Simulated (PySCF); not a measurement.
I (SMILES [I+]), charge +1, triplet (all electrons, no relativity). Base run: PBE0/STO-3G (PySCF).

Geometry (Å):
```xyz
1

I      0.0000     0.0000     0.0000
```
Charge +1, spin multiplicity 3.
Orbitals are unrestricted.
All else is at PySCF's defaults.
Base energy -6852.19986 Eh.

The base run was repeated with changes; each row names its change, and settings that it needs were set with it.

| change | ΔE vs base (mEh) | SCF cycles | <S^2> |
|---|---|---|---|
| base | 0.000 | 4 | 2.000 |
| conv_tol = 1e-7 | 0.000 | 4 | 2.000 |
| level_shift = 0.1 (with mf.max_cycle = 100) | 0.000 | 4 | 2.000 |
| init_guess = atom | 0.000 | 4 | 2.000 |
| conv_tol = 1e-11 | 0.000 | 4 | 2.000 |
| level_shift = 0.5 (with mf.max_cycle = 100) | 0.000 | 6 | 2.000 |
| init_guess = mod_huckel | 0.000 | 3 | 2.000 |
| conv_tol = 1e-4 | 0.000 | 3 | 2.000 |
| init_guess = huckel | 0.000 | 3 | 2.000 |
| conv_tol_grad = 1e-7 | 0.000 | 4 | 2.000 |
| solver = newton | 0.000 | - | 2.000 |
| level_shift = 1.0 (with mf.max_cycle = 100) | 0.000 | 6 | 2.000 |
| init_guess = 1e | 0.000 | 4 | 2.000 |

Open shells are given as the SCF converged; they aren't shown to be the lowest states, and a large step between rows can be another state.
